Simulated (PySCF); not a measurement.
## Solvent effects on NMR parameters

Atoms are numbered as in `[CH3:1][C@@H:2]1[CH:3]=[CH:4][C:5]([CH:6]([F:7])[F:8])=[CH:9]1` (H(Xn): hydrogen on atom n).

GIAO PBE0/pcSseg-1 in PySCF 2.14 on one PBE0-D3(BJ)/def2-SVP conformer, non-relativistic, equivalent nuclei averaged. Solvents enter as an IEF-PCM continuum (chloroform with ε = 4.7, tetrahydrofuran with ε = 7.4) around the gas-phase geometry. Shifts are referred to TMS, CFCl3 computed in the same medium.

In chloroform, δ in ppm: C3 153.6, C9 148.7, C5 148.6, C4 136.2, C6 116.8, C2 53.0, C1 14.9, F8 -132.2, F7 -146.6, H(C9) 6.89, H(C3) 6.87, H(C4) 6.71, H(C6) 6.59, H(C2) 3.32. Dipole moment 3.07 D.

Task: How does each δ change in the more polar medium?

Result: 
| atoms | environment | Δδ, tetrahydrofuran |
| --- | --- | --- |
| C3 | alkene CH | +0.4 |
| C9 | alkene CH | +0.3 |
| C5 | fully substituted alkene carbon | 0.0 |
| C4 | alkene CH | 0.0 |
| C6 | allylic sp3 CH bonded to 2 F | +0.2 |
| C2 | allylic sp3 CH | +0.2 |
| C1 | methyl carbon | 0.0 |
| F8 | fluorine of a CF2 group | -0.3 |
| F7 | fluorine of a CF2 group | -0.2 |
| H(C9) | hydrogen on an alkene CH | +0.02 |
| H(C3) | hydrogen on an alkene CH | +0.03 |
| H(C4) | hydrogen on an alkene CH | +0.01 |
| H(C6) | hydrogen on an allylic sp3 CH bonded to 2 F | +0.03 |
| H(C2) | hydrogen on an allylic sp3 CH | +0.02 |

Changes are relative to chloroform. The dipole moment becomes 3.13 D in tetrahydrofuran.

Task: Which nuclei move most (in ppm), and what does the model miss?

Result: C3 (alkene CH, +0.4 ppm) in tetrahydrofuran. A continuum only polarises the solute; specific hydrogen bonds, the anisotropy of aromatic solvents and changes of geometry or conformer are outside it.
